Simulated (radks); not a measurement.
Species: Sm XVIII. Configuration: [Kr] 4d9. All-electron calculation, non-relativistic Kohn-Sham, LB94 model potential, spin-polarised, spherical densities, point nucleus; open shells are filled with parallel spins first (spin-orbit coupling, left out, can overturn this in heavy ions); relativity is left out, which matters for an element this heavy. Program: a radial shooting solver on a logarithmic mesh with Libxc functionals. Some entries of the table are withheld. Estimate them.

orbital  occ.  eigenvalue (eV)  r(max) (bohr)  <r^2> (bohr^2)
1s down     1        -44614.02        0.01622       0.0007990
1s up       1        -44613.99        0.01622       0.0007990
2s up       1        -7409.005        0.08894         0.01274
2s down     1        -7408.779        0.08894         0.01274
2p up       3        -7062.183        0.06925        0.009483
2p down     3        -7062.075        0.06925        0.009482
3s up       1        -1947.888         0.2486         0.08273
3s down     1        -1947.834         0.2487         0.08275
3p up       3        -1793.630         0.2358         0.07761
3p down     3        -1793.483         0.2358         0.07762
3d up       5        -1505.393         0.1885         0.06235
3d down     5        -1505.037         0.1885         0.06237
4s up       1        -682.0884            (1)          0.3924
4s down     1        -681.0389            (2)          0.3923
4p up       3        -621.3775         0.5639          0.4069
4p down     3        -620.3394         0.5637          0.4068
4d up       5              (3)         0.5653             (4)
4d down     4              (5)         0.5650             (6)

Answer. 
(1) 4s up r(max) (bohr): 0.5599
(2) 4s down r(max) (bohr): 0.5597
(3) 4d up eigenvalue (eV): -513.0367
(4) 4d up <r^2> (bohr^2): 0.4345
(5) 4d down eigenvalue (eV): -512.0660
(6) 4d down <r^2> (bohr^2): 0.4344
